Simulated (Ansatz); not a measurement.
Pd₄O₃⁺, 7 atoms. Hardware: 4 threads of Intel Xeon on a shared host.

In the def2 sets Pd takes a core potential; there is no spin–orbit coupling. Correlated methods freeze 3 core orbitals; core or outer-core shells of Pd are correlated, in sets that lack core-valence functions.

(1) How many basis functions does each of these Ansatz runs have, and roughly what does it cost? PBE-D4/def2-SVP, charge 1 doublet, relaxation, 19 steps; PBE-D4/def2-SVP, charge 1 doublet, energy with a search over starts; revPBE-D4/def2-TZVP, charge 1 doublet, energy, from earlier orbitals; HF/STO-3G, charge 1 doublet, energy; PBE0-D4/def2-SVP, charge 1 doublet, energy, from earlier orbitals; PBE0-D4/def2-TZVP, charge 1 doublet, energy, from earlier orbitals; r2SCAN-D4/def2-TZVP, charge 1 doublet, energy, from earlier orbitals; B2PLYP/def2-TZVP, charge 1 doublet, energy, from earlier orbitals; PBE-D4/def2-SVP, charge 1 doublet, energy, from earlier orbitals; MP2/def2-TZVP, charge 1 doublet, energy, from earlier orbitals; HF/def2-TZVP, charge 1 doublet, energy, from earlier orbitals; PBE-D4/def2-TZVP, charge 1 doublet, energy and forces, from earlier orbitals.

Answers

(1) Other jobs shared the machine, so times can vary by a factor of up to 3. A dash marks memory too small to be measured apart from the calling script's.

```csv
run,functions,fitting or Cholesky vectors,wall time,peak host memory (GiB)
"PBE-D4/def2-SVP, charge 1 doublet, energy, from earlier orbitals",166,1565,18 s,–
"PBE0-D4/def2-SVP, charge 1 doublet, energy, from earlier orbitals",166,1706,34 s,0.9
"revPBE-D4/def2-TZVP, charge 1 doublet, energy, from earlier orbitals",253,1889,37 s,1
"PBE-D4/def2-TZVP, charge 1 doublet, energy and forces, from earlier orbitals",253,1889,45 s,1
"PBE-D4/def2-SVP, charge 1 doublet, energy with a search over starts",166,1565,87 s,0.61
"r2SCAN-D4/def2-TZVP, charge 1 doublet, energy, from earlier orbitals",253,1889,89 s,1.2
"MP2/def2-TZVP, charge 1 doublet, energy, from earlier orbitals",253,2160,93 s,1.5
"HF/def2-TZVP, charge 1 doublet, energy, from earlier orbitals",253,2522,96 s,2.1
"HF/STO-3G, charge 1 doublet, energy",123,1585,98 s,2
"B2PLYP/def2-TZVP, charge 1 doublet, energy, from earlier orbitals",253,2160,1.7 min,1.4
"PBE0-D4/def2-TZVP, charge 1 doublet, energy, from earlier orbitals",253,2073,3.4 min,1.3
"PBE-D4/def2-SVP, charge 1 doublet, relaxation, 19 steps",166,1565,5.8 min,–
```
